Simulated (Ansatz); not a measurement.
Born–Oppenheimer molecular dynamics of CH5OSe (8 atoms, charge 0, multiplicity 2). It starts at the highest image of a converged band, a first-order saddle point between two minima.

Level of theory: UKS PBE/def2-SVP (Ansatz 0.2.0).

```json
{
  "ensemble": "NVE (velocity Verlet)",
  "time step": "0.5 fs",
  "steps asked": "200",
  "starting velocities drawn for": "300 K",
  "seed": "11018"
}
```

First frame:

```xyz
8
Properties=species:S:1:pos:R:3
H -0.003 -0.612 -1.128
Se 2.267 -1.031 -0.670
O -0.573 -0.853 -0.362
C -0.913 0.330 0.348
H 2.290 0.213 0.145
H -2.007 0.328 0.544
H -0.663 1.257 -0.211
H -0.398 0.369 1.334
```

(1) How far do the bonds stretch over the last three quarters of this one trajectory? (Pairs bonded in most of those frames.)

Answers

(1) 
```tsv
bond	mean (Å)	spread (Å)	shortest	longest
H1–O3	0.986	0.005	0.98	1.00
Se2–H5	1.493	0.054	1.42	1.57
O3–C4	1.416	0.011	1.40	1.44
C4–H6	1.114	0.008	1.10	1.13
C4–H7	1.119	0.039	1.06	1.18
C4–H8	1.114	0.022	1.08	1.15
```

Mean temperature of the second half: 131 K. The conserved energy stayed within 0.27 meV per atom of its start (net change 0.054 meV per atom), so the integration is sound. The temperature averaged 0.44 of the 300 K drawn at the start: a run that starts near a minimum puts about half its kinetic energy into the potential. A run of 0.1 ps of so small a system gives no equilibrium averages.

Run time: 3.4 min on 2 threads of Intel(R) Xeon(R) 6975P-C (Granite Rapids), with other jobs on the host, peak memory 0.18 GiB.
